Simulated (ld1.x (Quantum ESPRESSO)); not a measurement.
**What one change does to a pseudopotential (bismuth, TM)**

* Element: bismuth (Bi)
* Generator: ld1.x (Quantum ESPRESSO) 7.5
* Type: norm-conserving Troullier–Martins (Kleinman–Bylander form)
* Functional: PBE
* Relativity: scalar-relativistic
* Frozen core: [Xe] 4f14 5d10
* Valence charge: 5
* Reference configuration: 6s1 6p4
* Partial waves: 6s (bound): rc 1.80 bohr; 6p (bound): rc 2.65 bohr; 6d channel at 0.45 Ry: rc 2.70 bohr
* Local potential: all-electron potential smoothed inside 1.75 bohr (lloc = -1)
* Core correction: Bessel-smoothed model core, default radius (core density twice the valence density)

All-electron outer shells of the reference configuration (PBE, scalar-relativistic, ld1.x):

| shell | level (eV) | outermost node (bohr) | outermost maximum (bohr) |
| --- | --- | --- | --- |
| 5p | -97.60 | 0.48 | 0.86 |
| 5d | -28.70 | 0.51 | 1.03 |
| 6s | -15.50 | 0.98 | 1.86 |
| 6p | -5.24 | 1.14 | 2.41 |

Change: all radii but the core radius scaled by about 0.78 (s 1.40, p 2.06, d 2.10 bohr); local potential all-electron potential smoothed inside 1.36 bohr (lloc = -1).

Cutoffs: the cutoffs (Ry, on a coarse ladder) from which the occupation-weighted sum of valence levels, in a spherical-Bessel basis at the reference potential, stays within 10 and 1 mRy of its value at 400 Ry; they do not see the model core or the augmentation charge, which bear on the density cutoff. Errors are all-electron minus pseudo energies relative to the spin-unpolarised reference configuration.

How do hardness, ghosts and transferability respond?

The potential gets harder (21 Ry and 35 Ry → 50 Ry and 180 Ry); the bound ghosts move from s to p, s; of the 7 tests that both files solve, the error grows in 6 and shrinks in 0 by more than 15 % and 0.3 meV (median size 19.7 → 56.7 meV). A smaller radius makes the pseudo-wave follow the all-electron one further in, where it bends more sharply, so more plane waves are needed. That the errors move this way runs against the usual rule that smaller radii transfer better.

```tsv
quantity	base	changed
cutoff, loose	21 Ry	50 Ry
cutoff, tight	35 Ry	180 Ry
loose cutoff by channel (10 mRy a level)	s 21 Ry, p 6 Ry	s 50 Ry, p 21 Ry
bound ghosts	s	s, p
error for 6s2 6p3, meV [ΔE -10.08 eV]	-18	-55
error for 6s2 6p2, meV [ΔE -2.17 eV]	-20	-49
error for 6s2 6p1, meV [ΔE 13.08 eV]	-32	-75
error for 6s2 6p0, meV [ΔE 36.42 eV]	-164	-196
error for 6s1 6p3, meV [ΔE 8.65 eV]	+2.3	-12
error for 6s1 6p0, meV [ΔE 81.83 eV]	-614	-599
error for 6s2 6p3.3, meV [ΔE -11.18 eV]	-15	-57
```

 A true bound ghost makes a file unfit for plane-wave use even where its test errors are small: the radial tests pick states by their node count and pass the ghost by.
